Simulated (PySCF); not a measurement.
Work out the structure from these simulated measurements.

Formula: C4H17NSi3.

* NMR, other nuclei: isotropic shieldings of nuclei other than C and H, by class: 252 (1 N), 356 (1 Si), 469 (1 Si), 501 (1 Si) ppm [GIAO PBE0/pcSseg-1]
* 13C NMR: chemical shifts (computed TMS as zero) by class: 32.9 (1 C), 21.5 (1 C), 20.8 (1 C), 18.7 (1 C) ppm [GIAO PBE0/pcSseg-1]
* Rotational structure: rotational constants A, B, C: 1.229, 0.767, 0.547 GHz [GFN2-xTB]
* Dipole: 1.53 D [PBE0/pcSseg-1]
* 1H NMR: chemical shifts (computed TMS as zero) by class: 5.10 (1 H), 3.43 (3 H), 3.32 (1 H), 3.14 (1 H), 2.76 (3 H), 1.23 (1 H), 1.06 (3 H), 1.02 (3 H), -0.49 (1 H) ppm [GIAO PBE0/pcSseg-1]

Electronic properties: PySCF, gas phase, density fitting. Levels stand in brackets. The structure is a single GFN2-xTB conformer in the gas phase; no vibrational or solvent corrections. NMR classes are plain means over equivalent atoms (diastereotopic ones count apart unless rotation or inversion swaps them), as if these changed places fast.

Q: Give a SMILES that accounts for the data.

A: Numbering: `[CH3:1][NH:2][Si@H:3]([SiH2:4][SiH3:5])[CH:6]([CH3:7])[CH3:8]`. Its formula, C4H17NSi3, gives 0 degrees of unsaturation, so no ring and no π bond. 4 carbons fall into 4 classes; from least to most shielded: N-methyl carbon [C1] (32.9 ppm), methyl carbon [C8] (21.5 ppm), methyl carbon [C7] (20.8 ppm), sp3 carbon bound to silicon [C6] (18.7 ppm). Hydrogen classes from least to most shielded: 1 H on an SiH silicon, Si3 (5.10 ppm), 3 H on an SiH3 silicon, Si5 (3.43 ppm), 1 H on an SiH2 silicon, Si4 (3.32 ppm), 1 H on an SiH2 silicon, Si4 (3.14 ppm), 3 H on an N-methyl carbon, C1 (2.76 ppm), 1 H on an sp3 carbon bound to silicon, C6 (1.23 ppm), 3 H on a methyl carbon, C8 (1.06 ppm), 3 H on a methyl carbon, C7 (1.02 ppm, a mean of values up to 0.7 ppm apart in this geometry), 1 H on a silicon-bound nitrogen, N2 (-0.49 ppm). The other shieldings belong to: 252 ppm, silicon-bound nitrogen [N2]; 356 ppm, SiH silicon [Si3]; 469 ppm, SiH3 silicon [Si5]; 501 ppm, SiH2 silicon [Si4]. The optimised geometry has point group C1 and is an asymmetric top. Structure: `CN[Si@H]([SiH2][SiH3])C(C)C`. Computed isomers that give other values at the same levels: `CC[Si](C)(C)N([SiH3])[SiH3]` (13C chemical shifts (computed TMS as zero) by class: 12.6 (1 C), 8.9 (1 C), -1.1 (2 C) ppm); `CC(C)([SiH3])CN[SiH2][SiH3]` (13C chemical shifts (computed TMS as zero) by class: 62.5 (1 C), 29.3 (1 C), 25.7 (2 C) ppm); `CC(C)(C[SiH2][SiH3])N[SiH3]` (13C chemical shifts (computed TMS as zero) by class: 51.7 (1 C), 34.2 (1 C), 33.7 (2 C) ppm). The assignments are read from this structure; whether some other isomer fits the data as well wasn't checked. The mirror image fits equally.

Conformer computed: `[CH3:1][NH:2][Si@H:3]([SiH2:4][SiH3:5])[CH:6]([CH3:7])[CH3:8]`: C1–N2–Si3–Si4 -52°, N2–Si3–Si4–Si5 172°, N2–Si3–C6–C7 -165°.
